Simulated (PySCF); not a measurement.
Some computed properties have been withheld. Give your best values.

Compound: 1-chloronaphthalene, C₁₀H₇Cl.
Numbering: `[Cl:1][c:2]1[cH:3][cH:4][cH:5][c:6]2[cH:7][cH:8][cH:9][cH:10][c:11]12` (hydrogens: H12 on C3; H13 on C4; H14 on C5; H15 on C7; H16 on C8; H17 on C9; H18 on C10)

| property | level | value |
| --- | --- | --- |
| point group | PBE0-D3(BJ)/def2-SVP | ? |
| rotational constants A, B, C | PBE0-D3(BJ)/def2-SVP | 1.526, 0.916, 0.572 GHz |
| dipole moment | CAM-B3LYP/def2-SVPD | 1.72 D |
| HOMO energy | CAM-B3LYP/def2-SVPD | -7.57 eV |
| LUMO energy | CAM-B3LYP/def2-SVPD | ? |
| lowest singlet excitation | TDDFT CAM-B3LYP/def2-SVPD | ? |
| strongest line among the 10 lowest singlet transitions | TDDFT CAM-B3LYP/def2-SVPD | ? |
| lowest triplet excitation (Tamm–Dancoff) | TDA CAM-B3LYP/def2-SVPD | ? |
| static isotropic polarisability | CAM-B3LYP/def2-SVPD | ? |
| electronic spatial extent ⟨r²⟩ about the centre of nuclear charge | CAM-B3LYP/def2-SVPD | 1862 bohr² |
| 13C chemical shifts (computed TMS as zero) by class | GIAO PBE0/pcSseg-1 | 143.2 (C2), 137.8 (C6), 134.4 (C11), 133.8 (C7), 132.4 (C5), 132.2 (C8), 132.2 (C9), 131.8 (C3), 130.8 (C4), 130.5 (C10) ppm |
| 1H chemical shifts (computed TMS as zero) by class | GIAO PBE0/pcSseg-1 | 8.55 (H18), 7.95 (H15), 7.82 (H14), 7.77 (H17), 7.73 (H12), 7.71 (H16), 7.57 (H13) ppm |
| isotropic shieldings of nuclei other than C and H, by class | GIAO PBE0/pcSseg-1 | ? |

Electronic properties: PySCF, gas phase, density fitting. Isolated species at its PBE0-D3(BJ)/def2-SVP geometry, gas phase.

**Question.** The isotropic shieldings of nuclei other than C and H, by class?

**Answer.** 743 (Cl1) ppm.

**Question.** Give the strongest line among the 10 lowest singlet transitions.

**Answer.** S3 at 5.95 eV (208 nm, f = 0.937).

**Question.** Give the point group.

**Answer.** Cs.

**Question.** The lowest triplet excitation (Tamm–Dancoff)?

**Answer.** 2.96 eV.

**Question.** The LUMO energy?

**Answer.** -0.52 eV.

**Question.** The static isotropic polarisability?

**Answer.** 130.5 au.

**Question.** What is the lowest singlet excitation?

**Answer.** 4.50 eV (276 nm, f = 0.099).

The vertical singlet–triplet gap S1 − T1 is 1.54 eV (TDDFT singlet less Tamm–Dancoff triplet; S1: HOMO→LUMO, weight 0.85; T1: HOMO→LUMO, weight 0.88). The polarisability is 19.33 Å³ as a volume (1 au = 0.148185 Å³), or 1.55 au for each of the 84 electrons. With B = h/(8π²I), that is 505.379 GHz u Å² over I, the principal moments of inertia are 331.2, 551.6 and 882.9 u Å² (most abundant isotopes); the inertial defect Ic − Ia − Ib is 0.1 u Å² (zero for a rigid planar frame, negative otherwise).
